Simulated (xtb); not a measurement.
Zn(Me)2 (C2H6Zn), SMILES [CH3][Zn][CH3]. All values are semi-empirical tight-binding results from xtb (GFN2-xTB unless named), good for trends rather than for accurate numbers. Geometry optimised at GFN2-xTB. The isomer is the one that the SMILES or the coordinates give; other isomers of the formula were not compared.

Optimised geometry:

```xyz
9

Zn     0.0000     0.0000     0.0000
C      0.0000     0.0000    -2.0422
H      0.8688     0.5136    -2.4448
H     -0.8792     0.4956    -2.4448
H      0.0104    -1.0092    -2.4448
C      0.0000     0.0000     2.0422
H      0.8688    -0.5136     2.4448
H     -0.8792    -0.4956     2.4448
H      0.0104     1.0092     2.4448
```
Charge 0, spin multiplicity 1.

The geometry has at least one imaginary mode, so it is a saddle point at that level.

For metal compounds this method's bond lengths and energies can be far off.

Q: Estimate the properties. (An estimate is asked for; the answer gives what the named calculation found.)

A: 
```yaml
point_group_as_xtb_finds_it: D3d
orbital_gap: 4.69 eV
```

Computed atomic charges and the Wiberg bond orders between heavy atoms:
charges (e) Zn1 0.24, C2 -0.22, H3 0.03, H4 0.03, H5 0.03, C6 -0.22, H7 0.03, H8 0.03, H9 0.03. Bond orders Zn1–C2 0.74, Zn1–C6 0.74.
